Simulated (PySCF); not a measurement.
Molecule: SMILES O=C([O-])c1ccccc1Cl, [C₇H₄ClO₂]-.

Bonds (- single, = double, # triple, : aromatic): O1=C2, C2-O3, C2-C4, C4:C5, C5:C6, C6:C7, C7:C8, C8:C9, C9-Cl10, C9:C4. C5 carries H11; C6 carries H12; C7 carries H13; C8 carries H14. Formal charges: O3 -1.

Total charge -1.

Frames of a GFN2-xTB Langevin trajectory at 600 K; GIAO PBE0/pcSseg-1 shieldings in PySCF 2.14, gas phase, non-relativistic; equivalent atoms averaged within each frame.

δ = σ(ref) − σ, references computed at the same level: ¹⁷O (σref 336.08) vs H2O; ¹³C (σref 186.93) and ¹H (σref 31.72) against TMS; HCl for ³⁵Cl (σref 949.78). The references are static minima.

Task: How do the shifts (ppm) fluctuate along the trajectory?

Result: 
| time (fs) | O1/O3 | C4 | C2 | C9 | C5 | C6 | C8 | C7 | Cl10 | H11 |
| --- | --- | --- | --- | --- | --- | --- | --- | --- | --- | --- |
| optimised geometry | 322.7 | 150.5 | 162.1 | 145.8 | 141.0 | 126.6 | 132.6 | 127.6 | 220 | 9.06 |
| 250 | 320.8 | 199.4 | 163.5 | 162.3 | 135.2 | 134.4 | 133.0 | 128.3 | 222 | 8.84 |
| 425 | 315.1 | 172.4 | 157.6 | 143.1 | 139.0 | 138.0 | 142.1 | 130.7 | 208 | 8.49 |
| 625 | 365.5 | 181.4 | 167.9 | 149.5 | 144.5 | 136.4 | 134.7 | 126.8 | 240 | 7.77 |
| 800 | 342.4 | 188.4 | 161.7 | 141.1 | 129.9 | 134.6 | 144.2 | 129.5 | 273 | 7.13 |
| 1000 | 411.8 | 172.4 | 172.3 | 149.4 | 136.9 | 130.7 | 131.8 | 122.7 | 220 | 7.29 |
| mean of frames | 351.1 | 182.8 | 164.6 | 149.1 | 137.1 | 134.8 | 137.2 | 127.6 | 232 | 7.90 |
| standard deviation | 39.3 | 11.5 | 5.7 | 8.3 | 5.4 | 2.7 | 5.6 | 3.1 | 26 | 0.74 |

5 frames give an uncertainty of the mean of about the standard deviation over 2.2 at best, since frames this close in time may not be independent; classical motion lacks zero-point vibration, and the reference would need the same averaging.
